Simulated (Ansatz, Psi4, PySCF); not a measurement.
C$_{2}$H$_{6}$Sb, doublet, at a GFN2-xTB geometry (the spin is typed, not shown lowest) (core potentials on Sb). Base run: R2SCAN/def2-SVP in PySCF.

The PySCF input:
```python
from pyscf import gto, scf, dft

mol = gto.M(
    atom='''
Sb    0.271422   -0.029248    0.319029
C     0.477766    0.265396   -1.834885
H     1.524677    0.350279   -2.099457
H    -0.038614    1.171783   -2.130321
H     0.044764   -0.577527   -2.361629
C    -1.904786   -0.111624    0.157569
H    -2.191780   -0.931441   -0.491277
H    -2.275157    0.817869   -0.259969
H    -2.344313   -0.261957    1.136058
''',
    basis='def2-svp',
    ecp={'Sb': 'def2-svp'},
    charge=0,
    spin=1,
    verbose=4,
)

mf = dft.UKS(mol)
mf.xc = 'r2scan'
mf.kernel()
```

The same geometry, method and basis name were run in Ansatz (an electronic-structure program) and Psi4 and PySCF, at each program's defaults and at the settings that a row names. The base is PySCF at its defaults. Differences at the defaults can come from grids, fitting, cores and function types together.

```
code and settings                                                                             ΔE vs base (mEh)  basis functions      E (Eh)  SCF cycles  dipole (D)
--------------------------------------------------------------------------------------------  ----------------  ---------------  ----------  ----------  ----------
PySCF, defaults (exact integrals, its default grid, spherical functions)                                 0.000               84  -320.02444          13        0.76
Psi4, defaults (density fitting with its default set, its default grid, spherical functions)            -0.838               84  -320.02528          10        0.76
Ansatz, defaults (factorised integrals, its default grid, spherical functions)                           0.030               84  -320.02441           -           -
PySCF, density fitting with def2-universal-jkfit                                                        -0.070               84  -320.02451          13        0.76
PySCF, fine grid                                                                                         0.033               84  -320.02441          12        0.76
Psi4, exact integrals, spherical functions, fine grid                                                   -0.250               84  -320.02469          13        0.76
Ansatz, high accuracy                                                                                    0.030               84  -320.02441           -           -
```

Open shells are given as the SCF converged; they aren't shown to be the lowest states, and a large step between rows can be another state.
